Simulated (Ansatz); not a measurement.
`[OH][Ge]([F])([F])[SiH3]` → `[OH][GeH]([F])[F]` + `[SiH2]` at 700 K and 1 bar (silylene loss).

Gas-phase electronic energies from Ansatz, PBE0-D4/def2-TZVP geometries. CCSD(T)/CBS is the MP2 limit (def2-TZVPP, def2-QZVPP) plus CCSD(T) − MP2 in def2-TZVPP, frozen cores. This one scheme is used for every species. For Ge outer-core shells are correlated without core-valence functions, which leaves a few kJ/mol of doubt a bond. Scalar relativity is left out up to krypton. Each species was taken in one conformer, which may not be the lowest.

```json
{"species": "`[OH][Ge]([F])([F])[SiH3]`", "CCSD(T)/CBS energy (Eh)": "-2642.46724", "H − E (kJ/mol)": "198.1", "S (J/(mol·K))": "504.3"}
{"species": "`[OH][GeH]([F])[F]`", "CCSD(T)/CBS energy (Eh)": "-2352.17909", "H − E (kJ/mol)": "126.0", "S (J/(mol·K))": "396.0"}
{"species": "`[SiH2]`", "CCSD(T)/CBS energy (Eh)": "-290.19011", "H − E (kJ/mol)": "56.3", "S (J/(mol·K))": "240.4"}
```

H − E and S are ideal-gas, rigid-rotor, harmonic terms from PBE0-D4/def2-TZVP, for one conformer and one mirror image of each species. 1 Eh = 2625.50 kJ/mol, R = 8.31446 J/(mol·K).

Task: By hand: ΔE, ΔH, ΔS and ΔG.

Result: ΔE = (-2352.17909) + (-290.19011) − (-2642.46724) = 0.09804 Eh = 257.4 kJ/mol. Δ(H − E) = 126.0 + 56.3 − 198.1 = -15.8, so ΔH = 241.6 kJ/mol. ΔS = 396.0 + 240.4 − 504.3 = 132.1 J/(mol·K). ΔG = 241.6 − 700 × (132.1)/1000 = 149.1 kJ/mol.

Task: By hand: the equilibrium constant, and the temperature at which ΔG would vanish if ΔH and ΔS stayed fixed.

Result: log₁₀ K = −ΔG/(RT ln 10) = -11.1. ΔG = 0 at ΔH/ΔS = 1829 K.

The number of gas molecules changes by +1, which sets the sign of ΔS. A doubt of 5 kJ/mol in ΔE shifts log₁₀ K by 0.4 here. Other conformers and mirror images would add mixing entropy, several J/(mol·K) or more a flexible species. These are equilibria of isolated gas molecules and say nothing of rates. Largest T1 diagnostic: 0.014 (customary marks: 0.02 for closed shells, 0.045 for open ones).
